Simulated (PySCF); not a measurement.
Magnetic susceptibility: `C1(=C/F)/C(=C)C(C=O)=C1F`, C7H4F2O

Geometry:
```json
{"atom": "C1", "x (Å)": "-0.619", "y (Å)": "1.866", "z (Å)": "0.142"}
{"atom": "C2", "x (Å)": "-0.215", "y (Å)": "0.615", "z (Å)": "0.048"}
{"atom": "C3", "x (Å)": "1.084", "y (Å)": "-0.082", "z (Å)": "-0.181"}
{"atom": "C4", "x (Å)": "2.448", "y (Å)": "0.352", "z (Å)": "-0.393"}
{"atom": "O5", "x (Å)": "2.813", "y (Å)": "1.500", "z (Å)": "-0.426"}
{"atom": "C6", "x (Å)": "0.458", "y (Å)": "-1.293", "z (Å)": "-0.108"}
{"atom": "F7", "x (Å)": "0.860", "y (Å)": "-2.549", "z (Å)": "-0.203"}
{"atom": "C8", "x (Å)": "-0.866", "y (Å)": "-0.732", "z (Å)": "0.123"}
{"atom": "C9", "x (Å)": "-2.080", "y (Å)": "-1.233", "z (Å)": "0.311"}
{"atom": "F10", "x (Å)": "-3.144", "y (Å)": "-0.454", "z (Å)": "0.504"}
{"atom": "H11", "x (Å)": "-1.653", "y (Å)": "2.109", "z (Å)": "0.317"}
{"atom": "H12", "x (Å)": "0.080", "y (Å)": "2.678", "z (Å)": "0.047"}
{"atom": "H13", "x (Å)": "3.158", "y (Å)": "-0.488", "z (Å)": "-0.528"}
{"atom": "H14", "x (Å)": "-2.324", "y (Å)": "-2.287", "z (Å)": "0.326"}
```

Method: PySCF, GIAO CAM-B3LYP/pcSseg-1 magnetisability, rotational g tensor and spin-rotation constants, non-relativistic, gas phase. Geometry: GFN2-xTB.

(1) What are the magnetisability and the molar susceptibility?

(2) Split it along the inertial axes a, b, c into diamagnetic and paramagnetic parts about the centre of mass, with the quadrupole moment.

(3) And the rotational g tensor?

Answers

(1) Isotropic -958 × 10⁻³⁰ J/T², or -57.7 × 10⁻⁶ cm³/mol; principal values -1228, -900, -746 × 10⁻³⁰ J/T², anisotropy 427 × 10⁻³⁰ J/T² (root of half the summed squared differences of the principal values). The susceptibility is in cgs units.

(2) 
| axis | χ (10⁻⁶ cm³/mol) | diamagnetic (10⁻⁶ cm³/mol) | paramagnetic (10⁻⁶ cm³/mol) | summed x² of all electrons (Å²) | quadrupole Θ (D Å) |
| --- | --- | --- | --- | --- | --- |
| a | -51.1 | -633.7 | 582.6 | 286.0 | -6.93 |
| b | -48.0 | -1263.8 | 1215.7 | 137.5 | +5.13 |
| c | -74.0 | -1796.9 | 1723.0 | 11.8 | +1.81 |

Anisotropies 2χaa − χbb − χcc = +19.9 and 2χbb − χaa − χcc = +29.0 × 10⁻⁶ cm³/mol. Θ is traceless in Buckingham's convention.

(3) 
| axis | rotational constant (GHz) | g | nuclear part | electronic part |
| --- | --- | --- | --- | --- |
| a | 2.1015 | -0.0469 | 0.5283 | -0.5752 |
| b | 0.9408 | -0.0255 | 0.5119 | -0.5373 |
| c | 0.6499 | -0.0091 | 0.5169 | -0.5260 |

Asymmetric top; isotopes 12C, 19F, 1H, 16O; no vibrational averaging.
